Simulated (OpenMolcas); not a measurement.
# Ce3+: effect of the metal basis and ligand basis

Ce3+ with 6 ligands (fluoride) in octahedral coordination (Oh) at 2.32 Å. A charge of +0.5 e stands 2.8 Å behind each ligand.

| Property | Result |
| --- | --- |
| Program | OpenMolcas 26.06 |
| Method | SS-CASPT2, IPEA 0.25 Eh, imaginary shift 0.1 Eh (closed shells correlated: 5s 5p and the ligand valence shells) |
| Spin-orbit coupling | RASSI with atomic mean-field integrals over the reference wave functions |

Fixed: active space 1 electron in 7 orbitals (4f), DKH2 Hamiltonian.

States (labels of O, the rotations of Oh). Energies in cm-1 above the lowest state or level, χT in cm3 K/mol.

```json
{"Run": "A", "Metal basis": "ANO-RCC-VDZP", "Ligand basis": "ANO-RCC-VDZP", "Ground state": "2A2", "First state of that spin": "2T2 500", "First gap with spin-orbit (degeneracies)": "930 (2, 4)", "Width of lowest J": "932", "χT at 300 K": "0.414", "Cost": "roughly 27 core-seconds"}
{"Run": "B", "Metal basis": "ANO-RCC-VTZP", "Ligand basis": "ANO-RCC-VTZP", "Ground state": "2A2", "First state of that spin": "2T2 480", "First gap with spin-orbit (degeneracies)": "900 (2, 4)", "Width of lowest J": "904", "χT at 300 K": "0.424", "Cost": "roughly 5 core-minutes"}
```

Against A, the width of the lowest J multiplet changes by -3.0 % in B.

Costs are those of the CASPT2 steps.

Roots that are degenerate in the reference are averaged as groups; the widest CASPT2 spread within a group is 150 cm-1 (the 3-fold group of multiplicity 2 near 1920 cm-1 above the lowest state of its run, A). Shifts and gaps below about the spread of the groups concerned are not significant. Over all roots computed the reference weight is 0.71 in A, 0.70 in B; a low but even weight reflects the number of correlated electrons. Splittings of an f shell from a small cluster at a set distance can be off by tens of per cent, mostly too small. No measured value stands beside these numbers; the geometry is a model, was not optimised and need not be the one that this ion takes.
